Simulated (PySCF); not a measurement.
Computed IR spectrum (relative IR intensity) of a molecule C5H9F. The structure is a stationary point at PBE0-D3(BJ)/def2-SVP. The values are those of a single conformer. Calculation: PBE0-D3(BJ)/def2-SVP (PySCF 2.14.0). No scaling factor is applied to the harmonic values.

| ν (cm⁻¹) | relative intensity |
|---|---|
| 299 | 2.1 |
| 436 | 16 |
| 617 | 6.2 |
| 731 | 8.7 |
| 961 | 3.1 |
| 974 | 60 |
| 1179 | 16 |
| 1194 | 7.8 |
| 1210 | 3.4 |
| 1212 | 44 |
| 1242 | 3.1 |
| 1282 | 2.7 |
| 1304 | 100 |
| 1331 | 66 |
| 1403 | 55 |
| 1437 | 18 |
| 1468 | 5.7 |
| 1486 | 15 |
| 3061 | 17 |
| 3085 | 65 |
| 3087 | 21 |
| 3095 | 22 |
| 3149 | 7.2 |
| 3159 | 11 |
| 3164 | 61 |
| 3168 | 33 |

Q: Identify the compound among the candidates.
A) CC(C)=C(C)F
B) C/C=C/[C@@H](C)F
C) CC1(F)CCC1
D) C[C@H]1C[C@@H](F)C1

A: C, CC1(F)CCC1
